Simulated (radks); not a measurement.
Results of a calculation; reference values are marked as such.
How relativity changes the ionisation of the copper ion Cu2+ ([Ar] 3d9) to Cu3+ ([Ar] 3d8). Spin-unpolarised spherical Kohn-Sham, BLYP, point nucleus unless stated (finite: rms radius 3.8823 fm), a radial shooting solver on a logarithmic mesh with Libxc functionals. A level marked "c x" has the speed of light scaled by that factor and shares open shells by 2j + 1; other Dirac levels either fill j = l - 1/2 first or share by 2j + 1.

level                               E(Cu2+) (hartree)  E(Cu3+) (hartree)  IE (eV)   HOMO  <r> HOMO (bohr)
non-rel.                                  -1639.55615        -1638.11212   39.294     3d           0.9202
scalar-rel.                               -1654.11928        -1652.68502   39.028     3d           0.9247
scalar-rel., finite nucleus               -1654.11193        -1652.67767   39.028     3d           0.9247
Dirac, 2j+1 shares                        -1654.17184        -1652.73760   39.028  3d5/2           0.9273
Dirac, low j first                        -1654.17626        -1652.74728   38.885  3d5/2           0.9275
Dirac, 2j+1 shares, finite nucleus        -1654.16449        -1652.73024   39.028  3d5/2           0.9273
Dirac, c x 1.25                           -1648.83542        -1647.39768   39.123  3d5/2           0.9247
Dirac, c x 1.5                            -1645.97233        -1644.53267   39.175  3d5/2           0.9233
Dirac, c x 2                              -1643.14989        -1641.70833   39.227  3d5/2           0.9219

NIST Atomic Spectra Database: 36.84 eV (measured). The relativistic part of the total energy of Cu2+ is -14.61 hartree (Dirac, 2j+1 shares, finite nucleus), 0.89 % of the non-relativistic value. Spin polarisation and multiplet splitting of open shells are left out at every level.

Beside tabulated values, note that spin-unpolarised runs miss the spin-polarisation part of the exchange energy of open shells.
